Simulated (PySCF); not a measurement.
Sn(OH)(NH2)3, H7N3OSn, SMILES [NH2][Sn]([NH2])([NH2])[OH] at its PBE0/def2-SVP optimised geometry (Å):

```
12

N     -1.1167    -2.0140     1.5717
Sn    -0.6020    -0.8334     0.0000
N     -1.3357     1.0559     0.0000
N      1.4320    -0.8334     0.0000
O     -1.4800    -1.6064    -1.6078
H     -2.0499    -1.8012     1.9210
H     -0.4726    -1.9046     2.3539
H     -0.6180     1.7642     0.1398
H     -1.8256     1.2649    -0.8684
H      1.8245    -1.7642     0.1335
H      1.8256    -0.4602    -0.8622
H     -1.6131    -2.5560    -1.5070
```

Method: PBE0/def2-TZVP, def2 effective core potentials past Kr (PySCF). The core electrons that the potentials of Sn replace are not part of the density. Cells within 0.4 Å of a nucleus heavier than hydrogen are left out (blank, or x).

Map of the HOMO amplitude (bohr^(-3/2)) on the plane z = 0.0 Å; orbital energy -7.41 eV, overall sign arbitrary:

```
|4444444444444444444444444444444|
|4444444444444444444444444444444|
|4444444444444444444444444444444|
|4444444444444444444444444444444|
|4444444444444444444444444444444|
|4444444554444444444444444444444|
|4444455555544444444444444444444|
|4444555555544444444444444444444|
|4444555666644333444444444444444|
|4445556678643333444444444444444|
|444555679xxx2233344444444444444|
|444555679xxx1233344444444444444|
|444555678xxx1233344444444444444|
|4444555666422233344444444444444|
|4444555555433333444433333444444|
|4444455554433334444432233344444|
|4444444444334544455431123344444|
|444444444433xx445565xx012344444|
|444444444433xxx3567xxx012344444|
|444444444444xx245679xx123344444|
|4444444444445545567775333344444|
|4444444444445555566665434444444|
|4444444444444555555555444444444|
|4444444444444455555555444444444|
|4444444444444445555554444444444|
|4444444444444444444444444444444|
|4444444444444444444444444444444|
|4444444444444444444444444444444|
|4444444444444444444444444444444|
|4444444444444444444444444444444|
|4444444444444444444444444444444|
```
Scale: ten equal steps from -0.187 (start of '0') to 0.214 (end of '9'), in the order '0123456789'; x runs from -4.00 to 4.00, y from -4.00 (bottom) to 4.00 (top).
